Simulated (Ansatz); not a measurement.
Born–Oppenheimer molecular dynamics of CH₈BNSi (12 atoms, charge 0, multiplicity 1). It starts from a relaxed structure.

Method: RKS B3LYP-D4/STO-3G (Ansatz 0.2.0).

```yaml
ensemble: NVE (velocity Verlet)
time_step: 1 fs
steps_asked: 400
starting_velocities_drawn_for: 1000 K
seed: 698256
```

Frames 20 fs apart, positions in Å, forces in eV/Å.

Velocities at 10.0 fs (Å/ps):

```
C 1.92 -1.35 -5.30
B -1.65 -0.68 4.79
N 5.39 -2.84 -2.70
Si -0.31 1.59 -0.80
H 7.99 32.55 -22.88
H -41.67 -9.21 4.79
H -15.76 -25.37 0.20
H -9.17 -7.71 21.76
H 15.07 6.71 46.16
H -15.79 12.22 15.61
H 7.23 -2.87 12.77
H -19.41 12.23 -6.98
```

```xyz
12
Properties=species:S:1:pos:R:3:forces:R:3 time_fs=10.0 energy_less_start_eV=0.772 T=413
C -0.957 1.357 0.052 -1.17 -0.74 -0.75
B 0.250 0.808 0.819 1.60 -0.18 0.92
N 0.954 -0.369 0.531 1.12 -1.33 1.04
Si 0.400 -1.575 -0.700 -0.32 0.78 -0.54
H -1.683 1.848 0.721 0.08 -0.10 -0.16
H -1.469 0.580 -0.555 -0.02 0.64 0.18
H -0.555 2.114 -0.611 -0.12 0.67 -0.69
H 0.685 1.514 1.645 0.06 -0.26 0.48
H 1.562 -0.774 1.340 -0.58 0.98 -1.66
H -0.015 -0.871 -1.900 0.30 0.05 0.19
H -0.777 -1.928 -0.029 -1.24 -1.17 0.16
H 1.129 -2.757 -1.185 0.29 0.64 0.83
12
Properties=species:S:1:pos:R:3:forces:R:3 time_fs=30.0 energy_less_start_eV=0.817 T=384
C -0.955 1.348 -0.053 -0.03 -2.34 2.85
B 0.272 0.720 0.895 -0.55 1.29 0.14
N 1.009 -0.392 0.523 0.79 -1.46 0.32
Si 0.340 -1.513 -0.668 1.31 -0.70 -1.13
H -1.414 2.212 0.458 0.04 -0.21 -0.22
H -1.736 0.535 -0.155 0.50 1.07 -0.16
H -0.622 1.637 -1.022 0.44 0.35 -1.36
H 0.499 1.216 1.929 0.22 0.45 0.00
H 1.933 -0.813 0.960 -2.43 1.51 -0.22
H -0.025 -0.748 -1.836 -0.25 -0.15 -0.02
H -0.725 -2.483 -0.316 0.59 0.78 0.19
H 1.609 -2.178 -0.933 -0.64 -0.59 -0.39
12
Properties=species:S:1:pos:R:3:forces:R:3 time_fs=50.0 energy_less_start_eV=0.785 T=404
C -0.895 1.239 -0.006 -1.40 1.31 2.29
B 0.269 0.821 0.954 -0.07 -0.09 -0.25
N 0.857 -0.351 0.577 0.66 -1.68 -1.80
Si 0.394 -1.518 -0.745 -1.71 0.71 2.16
H -0.976 2.331 0.040 -0.77 0.10 -0.12
H -1.893 0.734 0.200 1.21 0.78 -0.26
H -0.559 0.998 -0.970 0.08 -0.40 -2.15
H 0.768 1.411 1.830 -0.39 0.20 0.26
H 1.595 -0.741 1.149 1.40 -0.38 1.04
H -0.338 -0.825 -1.759 0.11 -0.04 -0.42
H -0.513 -2.306 0.058 -0.27 -0.42 -0.52
H 1.340 -2.428 -1.264 1.14 -0.10 -0.23
12
Properties=species:S:1:pos:R:3:forces:R:3 time_fs=70.0 energy_less_start_eV=0.626 T=532
C -0.960 1.387 0.014 0.22 -0.77 2.81
B 0.305 0.809 0.848 -1.02 1.24 0.31
N 0.886 -0.421 0.617 -3.31 -0.03 -3.07
Si 0.395 -1.554 -0.730 2.89 0.94 -1.05
H -1.001 2.470 -0.159 0.19 -0.01 0.12
H -1.790 1.115 0.749 0.48 0.57 -1.19
H -1.125 0.860 -0.895 -0.48 -0.53 -1.33
H 0.567 1.392 1.835 0.44 0.05 -0.14
H 1.562 -0.778 1.243 2.07 -1.08 1.89
H -0.125 -0.871 -1.911 -0.07 0.10 0.65
H -0.451 -2.685 -0.506 -0.24 -0.21 0.71
H 1.763 -1.978 -1.158 -1.18 -0.26 0.29
12
Properties=species:S:1:pos:R:3:forces:R:3 time_fs=90.0 energy_less_start_eV=0.612 T=538
C -1.027 1.517 0.122 0.77 -0.34 0.63
B 0.246 0.769 0.788 -0.94 2.18 -0.28
N 0.721 -0.503 0.579 3.64 0.23 1.94
Si 0.516 -1.588 -0.739 -3.02 -1.44 0.22
H -0.628 2.467 -0.254 -0.09 0.31 0.02
H -1.790 1.779 0.903 0.42 -0.38 -0.76
H -1.465 1.020 -0.744 -0.55 -0.33 0.04
H 0.889 1.521 1.421 0.02 -0.38 0.60
H 1.657 -0.670 1.121 -1.77 0.18 -0.89
H -0.159 -0.828 -1.741 -0.01 0.00 -0.60
H -0.449 -2.560 -0.164 0.69 0.11 -0.82
H 1.682 -2.241 -1.206 0.84 -0.14 -0.10
12
Properties=species:S:1:pos:R:3:forces:R:3 time_fs=110.0 energy_less_start_eV=0.747 T=435
C -1.036 1.608 0.175 0.76 -1.10 -0.46
B 0.262 0.881 0.863 -2.12 0.55 -0.20
N 0.725 -0.400 0.576 1.81 -2.12 0.59
Si 0.510 -1.706 -0.801 1.65 2.32 1.23
H -0.779 2.369 -0.574 0.32 0.23 0.06
H -1.561 2.128 0.988 -0.37 -0.13 -0.21
H -1.714 0.910 -0.376 0.22 0.32 0.68
H 0.608 1.459 1.836 0.66 -0.36 -0.29
H 1.527 -0.701 1.296 -1.91 0.36 -1.99
H 0.015 -1.071 -2.008 -0.03 -0.04 0.25
H -0.187 -2.916 -0.528 -0.75 -0.18 0.56
H 1.892 -2.137 -0.956 -0.23 0.13 -0.25
12
Properties=species:S:1:pos:R:3:forces:R:3 time_fs=130.0 energy_less_start_eV=0.735 T=439
C -0.981 1.604 0.210 -0.36 -2.66 -1.75
B 0.168 0.757 0.904 -0.74 3.14 0.50
N 0.651 -0.405 0.412 2.35 -0.33 1.44
Si 0.554 -1.643 -0.743 -0.97 -2.26 -2.48
H -0.607 2.007 -0.745 0.23 0.37 0.15
H -1.404 2.401 0.784 -0.58 0.77 0.68
H -1.776 0.877 -0.155 0.44 1.08 0.77
H 0.791 1.204 1.818 -0.57 -0.13 -0.18
H 1.452 -0.620 1.032 0.47 -0.59 0.12
H 0.006 -1.238 -2.031 0.06 0.21 0.39
H -0.376 -2.603 -0.162 0.33 -0.17 -0.26
H 1.859 -2.280 -1.055 -0.67 0.55 0.62
12
Properties=species:S:1:pos:R:3:forces:R:3 time_fs=150.0 energy_less_start_eV=0.753 T=438
C -1.026 1.589 0.132 -0.10 -3.19 -1.45
B 0.118 0.742 0.950 -0.19 0.79 -0.54
N 0.892 -0.364 0.542 -4.24 -0.09 -3.38
Si 0.493 -1.665 -0.796 -0.01 1.96 2.70
H -0.710 1.826 -0.906 0.18 0.06 0.38
H -1.167 2.494 0.658 -0.54 1.62 0.72
H -2.036 1.081 -0.026 1.25 0.52 0.63
H 0.402 1.281 1.965 0.25 -0.44 -0.06
H 1.566 -0.636 1.212 2.22 -1.24 1.90
H -0.020 -1.009 -1.952 -0.17 0.27 -0.40
H -0.418 -2.729 -0.364 0.22 0.52 0.07
H 1.771 -2.197 -0.975 1.13 -0.77 -0.57
12
Properties=species:S:1:pos:R:3:forces:R:3 time_fs=170.0 energy_less_start_eV=0.463 T=649
C -0.966 1.439 0.070 -0.74 -2.23 -0.85
B 0.172 0.749 0.915 -0.18 -1.62 -0.31
N 0.835 -0.451 0.512 0.96 2.48 3.12
Si 0.495 -1.534 -0.741 -0.89 -1.37 -2.96
H -0.839 1.351 -1.028 0.12 0.39 0.36
H -1.110 2.452 0.368 -0.31 1.38 0.13
H -1.933 0.876 0.265 0.91 0.70 0.06
H 0.303 1.087 2.026 0.50 0.25 0.07
H 1.450 -0.816 1.287 -0.19 0.02 -0.49
H -0.157 -0.724 -1.778 0.49 -0.51 0.20
H -0.499 -2.446 -0.253 -0.18 -0.40 0.09
H 1.602 -2.371 -1.289 -0.49 0.92 0.58
12
Properties=species:S:1:pos:R:3:forces:R:3 time_fs=190.0 energy_less_start_eV=0.600 T=548
C -0.936 1.259 -0.016 -0.46 -0.40 0.78
B 0.220 0.770 0.994 0.59 -1.68 -1.99
N 0.856 -0.471 0.679 0.10 0.65 1.34
Si 0.416 -1.457 -0.789 1.29 -1.01 1.05
H -0.828 0.850 -1.042 0.04 0.54 0.42
H -0.942 2.354 -0.028 -0.12 0.16 -0.39
H -1.956 0.944 0.321 0.59 0.18 -0.03
H 0.671 1.464 1.795 -0.02 0.23 0.80
H 1.688 -0.825 1.337 -2.09 0.70 -1.98
H -0.024 -0.816 -1.993 -0.26 0.54 0.13
H -0.490 -2.583 -0.506 0.32 0.61 0.08
H 1.729 -1.953 -1.106 0.02 -0.51 -0.21
12
Properties=species:S:1:pos:R:3:forces:R:3 time_fs=210.0 energy_less_start_eV=0.473 T=639
C -0.926 1.216 0.010 -1.44 2.18 0.47
B 0.249 0.819 0.920 1.04 -3.73 -0.73
N 0.770 -0.500 0.670 0.41 1.94 0.77
Si 0.456 -1.446 -0.780 -0.74 -0.20 0.27
H -1.064 0.588 -0.872 0.06 0.46 -0.19
H -0.923 2.311 -0.235 -0.05 -0.92 -0.24
H -1.841 1.077 0.614 -0.11 0.06 -0.02
H 0.684 1.320 1.849 0.13 1.03 0.64
H 1.585 -0.767 1.270 -0.23 -0.28 -0.14
H 0.089 -0.487 -1.777 0.13 -0.28 -0.59
H -0.664 -2.349 -0.538 0.31 0.09 -0.16
H 1.624 -2.166 -1.156 0.48 -0.36 -0.09
12
Properties=species:S:1:pos:R:3:forces:R:3 time_fs=230.0 energy_less_start_eV=0.593 T=559
C -1.077 1.378 0.111 1.65 1.53 -0.44
B 0.209 0.778 0.849 1.17 -2.37 1.13
N 0.845 -0.524 0.642 -4.45 4.17 -3.11
Si 0.505 -1.494 -0.793 1.24 -1.68 -0.28
H -1.493 0.811 -0.730 0.10 0.11 -0.25
H -0.787 2.447 -0.198 -0.59 -1.62 -0.07
H -1.877 1.540 0.833 -0.33 -0.18 0.48
H 0.646 1.375 1.773 -0.22 0.06 -0.20
H 1.462 -0.915 1.297 2.37 -0.91 2.25
H 0.559 -0.790 -2.094 0.14 -0.14 0.91
H -0.757 -2.187 -0.729 -0.25 0.15 0.09
H 1.555 -2.561 -0.675 -0.83 0.89 -0.52
```

Of the whole run (400 fs, mean temperature of the second half 530 K): The conserved energy stayed within 2.4 meV per atom of its start (net change 0.92 meV per atom), so the integration is sound. The temperature averaged 0.53 of the 1000 K drawn at the start: a run that starts near a minimum puts about half its kinetic energy into the potential. A run of 0.4 ps of so small a system gives no equilibrium averages. Limits of this set-up: minimal basis.

The run took 7.8 min on 1 thread of Arm Neoverse V2 (shared host), peak memory 0.084 GiB.
